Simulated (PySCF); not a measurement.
Computed XPS line lists of a few unrelated compounds.

Theory: delta-SCF UKS SCAN, pcX-2 on the ionised atom, pcseg-1 elsewhere, spin-free X2C (PySCF 2.14.0). Geometries: PBE0-D3(BJ)/def2-SVP; isolated species, one conformer each.

Line lists (1s up to Mg, 2p3/2 beyond, nothing for Ge or Se; areas count atoms within a level, one atom standing for each set equivalent by bonding):
1. C 1s: 290.40 (area 1), 291.72 (area 1), 293.78 (area 1) eV; N 1s: 405.67 eV; F 1s: 693.15 eV
2. C 1s: 291.50 eV; N 1s: 404.28 eV
3. C 1s: 290.43 eV; N 1s: 403.82 eV; Si 2p3/2: 106.77 eV

Structures:
A. `[CH3][GeH2][NH][SiH3]`
B. `C[NH][GeH2][Se][GeH3]`
C. `C=NC(=C)F`

Task: Which list belongs to which compound?

Result: 
- 1 = C: no other candidate has this set of levels. C 1s: 290.40 terminal =CH2 carbon, 291.72 imine carbon, 293.78 vinylic C–F carbon; N 1s: 405.67 imine nitrogen; F 1s: 693.15 vinyl fluorine.
- 2 = B: no other candidate has this set of levels. C 1s: 291.50 N-methyl carbon; N 1s: 404.28 nitrogen bonded to C, Ge and H.
- 3 = A: no other candidate has this set of levels. C 1s: 290.43 sp3 carbon bound to germanium; N 1s: 403.82 silicon-bound nitrogen; Si 2p3/2: 106.77 SiH3 silicon.

The 2p values aren't plain energy differences: one relaxed spin-free 2p hole is combined with a matrix within the shell (ground-state 2p orbital-energy differences and spin–orbit coupling). 2p3/2, the mean of its two sublevels, lies a third of the splitting below the shell's mean and 2p1/2 two thirds above it; the statistical areas are 2:1. 3 of these hole states are spin-contaminated (⟨S²⟩ up to 0.92, against 0.75; counted from 0.85) and less certain.
